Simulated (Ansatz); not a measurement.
# Isomers

Structures of AlSiH3F2, singlet, relaxed at PBE0-D4/def2-TZVP (vibrations not checked; lower isomers may exist, and structures with a doubtful reference or unclear bonds are left out). Computed with Ansatz 0.2.0 (basis: def2-TZVPP); correlated methods freeze the cores. B3LYP uses VWN-RPA correlation.

(1) Rank them by CCSD(T) energy, lowest first, and give each one's height above the lowest. Links in brackets join atoms within 1.22 times the sum of their covalent radii (1.1 for two metals). (Judge from chemistry; the value comes from the calculation.)
A.
AlSiH₃F₂ ([F][SiH]([F])[AlH2])
```
7
angstrom
F -0.3313 -1.7833 1.1699
Si 0.6086 -0.6961 0.4633
F 1.4304 -1.4703 -0.6726
Al -0.8061 1.0474 -0.5924
H 1.6084 -0.2927 1.4876
H -0.6384 2.5668 -0.1676
H -1.8717 0.6282 -1.6882
```
B.
AlSiH₃F₂ ([F][AlH][SiH2][F])
```
7
angstrom
F -1.3452 1.5732 -1.5271
Al 0.1045 0.9456 -1.0401
Si -0.0555 -0.7103 0.7780
F 1.4197 -1.2407 1.1542
H 1.4002 1.4672 -1.7786
H -0.6524 -0.1385 2.0170
H -0.8714 -1.8965 0.3966
```
C.
AlSiH₃F₂ ([F][AlH]1[F][SiH2]1)
```
7
angstrom
F -0.8569 -0.5851 0.6047
Si -0.6258 0.7960 -0.4894
F 1.3959 -1.9677 -0.6394
Al 1.0863 -0.6384 0.2886
H 1.8639 -0.4133 1.6342
H -1.2114 1.9434 0.2564
H -1.5519 0.5157 -1.6190
```

(2) Do PBE-D4, r2SCAN-D4, PBE0-D4, B3LYP-D4, wB97M-V, HF, MP2 give the same order? (A judgement: the text doesn't fix the answer.)

The T1 diagnostic stays at or below 0.014.

For scale, one of the runs: CCSD(T)/def2-TZVPP, 188 basis functions, launched by `ansatz run in.yaml --threads 2 --pin off --events-out ev --progress --plain --max-ram 4352MiB`. Time: 53 s of wall clock on 2 CPU threads of an Arm Neoverse V2; the host was shared. Peak host memory: 1.9 GiB.

## Answers

(1) The calculation gives: B (0.00 kcal/mol), C (9.21 kcal/mol), A (10.83 kcal/mol). Heights count from the lowest.

(2) Computed: Lowest first: HF B < A < C. The others agree with CCSD(T).
